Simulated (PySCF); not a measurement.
Cl: excitation energy

Cl [Ne] 3s2 3p5 (2P) → Cl [Ne] 3s1 3p6 (2S), as a difference of total energies. All numbers are calculated (PySCF 2.14, the spin-free X2C one-electron Hamiltonian (Gaussian nucleus), in x2c-TZVPPall (5s5p3d1f, 42 functions)). Correlated levels: valence: [Ne] frozen. The calculations carry no spin-orbit coupling.

```json
{"method": "UHF", "excitation energy (eV)": "15.592", "error (eV)": "+5.006"}
{"method": "MP2 (valence)", "excitation energy (eV)": "13.165", "error (eV)": "+2.579"}
{"method": "SCS-MP2 (valence)", "excitation energy (eV)": "12.921", "error (eV)": "+2.335"}
{"method": "CCSD (valence)", "excitation energy (eV)": "11.974", "error (eV)": "+1.388"}
{"method": "CCSD(T) (valence)", "excitation energy (eV)": "11.320", "error (eV)": "+0.734"}
{"method": "CCSDT (valence)", "excitation energy (eV)": "11.382", "error (eV)": "+0.796"}
```

Reference: 10.586 eV (measured; NIST levels, between the centres of gravity of the two terms).

Errors of the correlated levels include the incompleteness of this basis and the frozen core.

The coupled-cluster amplitudes are large for the upper state (T1 above 0.03 or a double amplitude above 0.15), so a single reference is strained.
